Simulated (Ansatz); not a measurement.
CH$_{9}$BSSi$_{2}$ (`BS[SiH2][SiH2]C`) at its PBE0-D4/def2-TZVP geometry, where that method's forces vanish. Total charge 0; spin multiplicity 1.

| atom | x (Å) | y (Å) | z (Å) |
| --- | --- | --- | --- |
| B1 | -2.553 | -0.603 | 0.838 |
| S2 | -1.111 | -0.804 | 1.850 |
| Si3 | 0.320 | -1.498 | 0.374 |
| Si4 | 0.807 | 0.255 | -1.097 |
| C5 | 1.386 | 1.754 | -0.134 |
| H6 | -3.541 | -0.216 | 1.383 |
| H7 | -2.535 | -0.848 | -0.330 |
| H8 | 1.523 | -1.900 | 1.153 |
| H9 | -0.229 | -2.703 | -0.301 |
| H10 | 1.850 | -0.193 | -2.064 |
| H11 | -0.429 | 0.568 | -1.866 |
| H12 | 1.580 | 2.594 | -0.806 |
| H13 | 2.306 | 1.535 | 0.412 |
| H14 | 0.627 | 2.061 | 0.588 |

(1) For each bond, give half the difference of the two atoms' forces along it (eV/Å; positive pushes the atoms apart) under PBE-D4, r2SCAN-D4, B3LYP-D4, ωB97M-V in def2-TZVPP. (Best estimate.)

Results:

(1) Computed: 
| bond | length (Å) | PBE-D4 | r2SCAN-D4 | B3LYP-D4 | ωB97M-V |
| --- | --- | --- | --- | --- | --- |
| B1–S2 | 1.773 | 0.07 | 0.09 | 0.16 | 0.12 |
| B1–H6 | 1.193 | 0.06 | -0.06 | -0.15 | -0.13 |
| B1–H7 | 1.194 | 0.05 | -0.05 | -0.12 | -0.11 |
| S2–Si3 | 2.170 | 0.16 | 0.07 | 0.17 | 0.07 |
| Si3–Si4 | 2.339 | -0.10 | 0.00 | 0.06 | 0.03 |
| Si3–H8 | 1.489 | 0.09 | -0.03 | -0.13 | -0.12 |
| Si3–H9 | 1.486 | 0.08 | -0.03 | -0.11 | -0.13 |
| Si4–C5 | 1.874 | 0.02 | 0.03 | 0.13 | 0.07 |
| Si4–H10 | 1.491 | 0.08 | -0.02 | -0.10 | -0.12 |
| Si4–H11 | 1.489 | 0.08 | -0.02 | -0.10 | -0.12 |
| C5–H12 | 1.092 | 0.11 | -0.01 | -0.04 | -0.05 |
| C5–H13 | 1.092 | 0.10 | -0.01 | -0.04 | -0.04 |
| C5–H14 | 1.092 | 0.11 | -0.01 | -0.05 | -0.04 |

B3LYP here is the variant with VWN-RPA as its local correlation; programs differ in this.
